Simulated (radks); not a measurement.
Er II, 67 electrons, occupied as [Xe] 4f12 6s1. Calculated with a radial shooting solver on a logarithmic mesh with Libxc functionals: scalar-relativistic Kohn-Sham, LDA (Slater exchange, Perdew-Zunger correlation), spin-polarised, spherical densities, finite nucleus; open shells are filled with parallel spins first (spin-orbit coupling, left out, can overturn this in heavy ions); Fermi nuclear charge, rms radius 5.2516 fm. Some entries of the table are withheld. Estimate them.

orbital,occ.,eigenvalue (eV),<1/r> (bohr^-1)
1s up,1,-57317.08,77.48
1s down,1,-57317.07,77.48
2s up,1,-9636.128,18.04
2s down,1,-9636.082,18.04
2p up,3,-8528.644,16.67
2p down,3,-8528.609,16.67
3s up,1,-2164.003,6.649
3s down,1,-2163.145,6.651
3p up,3,-1826.981,6.215
3p down,3,-1826.127,6.217
3d up,5,-1403.719,5.893
3d down,5,-1403.052,5.895
4s up,1,-432.2524,2.812
4s down,1,-430.5330,2.812
4p up,3,-321.3105,2.573
4p down,3,-319.6203,2.572
4d up,5,-172.5690,2.271
4d down,5,-170.9199,2.270
5s up,1,-59.0891,1.061
5s down,1,-58.2528,1.057
5p up,3,(1),(2)
5p down,3,(3),(4)
4f up,7,-10.6475,1.652
6s up,1,-9.6468,(5)
4f down,5,-9.2018,1.638
6s down,0,-8.7912,(6)

Answer. 
(1) 5p up eigenvalue (eV): -33.5176
(2) 5p up <1/r> (bohr^-1): 0.8757
(3) 5p down eigenvalue (eV): -32.8428
(4) 5p down <1/r> (bohr^-1): 0.8724
(5) 6s up <1/r> (bohr^-1): 0.3520
(6) 6s down <1/r> (bohr^-1): 0.3498
